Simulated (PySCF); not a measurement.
# Carbon: a sound run and one with changed settings

Sound run: C²⁺ [He] 2s2, C³⁺ [He] 2s1. Calculation: PySCF 2.14, in 6-31G* (3s2p1d, 14 functions); the non-relativistic Hamiltonian (point nucleus). The sound run starts from symmetry-adapted Hartree-Fock orbitals and uses a fine grid where one is needed.

Changed run: initial guess minao, at most 3 SCF cycles. This setting is unsound on purpose.

```csv
species,method,sound run (hartree),changed run (hartree),converged
C²⁺,UHF,-36.39726,-36.39726,no
C²⁺,LDA,-36.11565,-36.11565,no
C²⁺,M06-L,-36.50200,-36.50200,no
C³⁺,UHF,-34.71392,-34.71391,no
C³⁺,LDA,-34.39039,-34.39039,no
C³⁺,M06-L,-34.78345,-34.78344,no
```

The SCF was stopped early; the energies are upper bounds that still move, and correlated levels were skipped or rest on poor orbitals.
